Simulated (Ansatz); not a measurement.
Consider the substitution at a C–Al bond: `CC(C)[O][Al]([CH3])[F]` + `O[SiH2]S` → `CO[SiH2]S` + `CC(C)[O][AlH][F]`.

Gas-phase electronic energies from Ansatz, PBE0-D4/def2-TZVP geometries. CCSD(T)/CBS adds triple-zeta CCSD(T) − MP2 to the extrapolated MP2 energy (def2 sets, frozen cores). This one scheme is used for every species. Functionals use def2-TZVPP. B3LYP here is the variant with VWN-RPA as its local correlation; programs differ in this. One conformer a species, not always the lowest.

`CC(C)[O][Al]([CH3])[F]`:

Z-matrix (Å, degrees):
```
C
C 1 1.515
H 1 1.091 2 110.5
H 1 1.093 2 110.1 3 119.5
H 1 1.093 2 110.9 3 -120.4
C 2 1.517 1 112.1 3 -179.4
O 2 1.409 1 108.5 3 -56.6
H 2 1.099 1 108.4 3 61.0
H 6 1.093 2 110.9 1 -59.4
H 6 1.094 2 110.1 1 60.2
H 6 1.093 2 110.8 1 -179.6
Al 7 1.677 2 138.6 1 -172.5
C 12 1.930 7 121.3 2 177.0
F 12 1.655 7 118.9 2 -3.3
H 13 1.094 12 110.8 7 -115.6
H 13 1.092 12 111.5 7 4.8
H 13 1.093 12 111.1 7 125.9
```

`O[SiH2]S`:

```xyz
7

O    -0.250   -0.773   -1.264
Si   -0.477   -0.118    0.224
S     1.035    1.281    0.776
H    -0.101   -0.167   -1.992
H    -1.722    0.686    0.310
H    -0.507   -1.278    1.139
H     2.021    0.368    0.807
```

`CO[SiH2]S`:

```xyz
10

C     0.646   -0.046   -1.547
O    -0.389    0.155   -0.611
Si   -0.272   -0.327    0.951
S    -1.907    0.437    2.063
H     0.399    0.511   -2.452
H     1.610    0.315   -1.169
H     0.748   -1.105   -1.808
H     1.027    0.148    1.499
H    -0.371   -1.803    1.085
H    -1.491    1.713    1.991
```

`CC(C)[O][AlH][F]`:

```xyz
14

C     1.246   -0.611    0.014
C     0.236    0.509   -0.146
C     0.012    0.873   -1.599
O    -1.004    0.157    0.425
Al   -1.636   -0.596    1.775
F    -0.651   -1.127    2.988
H     1.393   -0.857    1.069
H     2.213   -0.326   -0.407
H     0.899   -1.508   -0.509
H     0.614    1.397    0.381
H     0.942    1.209   -2.063
H    -0.727    1.671   -1.683
H    -0.357    0.005   -2.152
H    -3.181   -0.796    1.906
```

(1) Is it downhill or uphill in electronic energy at CCSD(T)/CBS, and by how much? (An estimate is asked.)

(2) What do these levels give: PBE0-D4, r2SCANh-D4, PBE, B3LYP, r2SCANh, RPA@PBE/def2-TZVPP? (Estimate.)

Largest T1 diagnostic among the species: 0.012.

Results:

(1) Computed: Uphill: ΔE = +110.3 kJ/mol.

(2) The calculation gave: PBE0-D4 109.6, r2SCANh-D4 112.0, PBE 109.8, B3LYP 104.4, r2SCANh 112.1, RPA@PBE/def2-TZVPP 97.0 kJ/mol.

At CCSD(T), def2-SVP lies −19.6 kJ/mol from the extrapolated value and def2-TZVPP −3.1 kJ/mol. Leaving LDA and LC-ωPBE aside and taking each functional with its dispersion term where it has one, the values, not all of them listed here, spread over 11.7 kJ/mol, from B97M-V to r2SCANh-D4.
